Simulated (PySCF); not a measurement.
Input of a run (PBE0-D3(BJ)/def2-SVP geometry optimisation, gas phase, def2 core potentials past Kr (PySCF 2.14.0)), started from GFN2-xTB:
```
{"job": {"xc": "PBE0", "basis": "def2-SVP", "d3": "d3bj", "grid": 1, "maxiter": 30, "shake": 0.01, "kind": "geom"}, "charge": 0, "multiplicity": 1}
N     -1.098690    -0.099260     0.043840
In     1.233260     0.080380    -0.053470
H     -1.543090    -0.014970    -0.900900
H     -1.475560     0.681010     0.599330
H     -1.409080    -0.964560     0.442760
H      1.508200    -0.051120     1.607370
H      1.506300    -1.272180    -1.024920
H      1.333800     1.621570    -0.766480
```

Output (energies in Eh, forces in Eh/bohr):
```
step   0  E = -248.35343089  max force = 0.024668
step   1  E = -248.35595639  max force = 0.007489
step   2  E = -248.35640715  max force = 0.002316
step   3  E = -248.35656258  max force = 0.003333
step   4  E = -248.35668392  max force = 0.002380
step   5  E = -248.35673617  max force = 0.001200
step   6  E = -248.35675485  max force = 0.000625
step   7  E = -248.35675839  max force = 0.000365
optimisation converged
```

**Question.** Summarise the run.

**Answer.** The energy falls by 2.1 kcal/mol over 8 energy and gradient evaluations, the largest force component goes from 0.0247 to 3.6e-04 Eh/bohr, and the atoms move by 0.044 Å rms after alignment. Among the bonds, N1–In2 and In2–H7 change most and about equally (+0.057 to +0.058 Å). Bonds longer at the end by more than 0.005 Å: 5 of 7; shorter: 2. Among the angles that change most is N1–In2–H8, from 98.4° to 96.2°. The energy never rose by more than 1e-6 Eh on the way. The first step brought 76 % of the lowering.

**Question.** What are the final bond lengths?

**Answer.** N1–In2 2.399 Å, N1–H3 1.019 Å, N1–H4 1.019 Å, N1–H5 1.020 Å, In2–H6 1.744 Å, In2–H7 1.744 Å, In2–H8 1.744 Å. Numbering counts from 1 in the input's order; the species is `[NH3+][InH3-]`.

The run used 70 basis functions and 47 SCF cycles in all.

Stationary, but not proved a minimum.
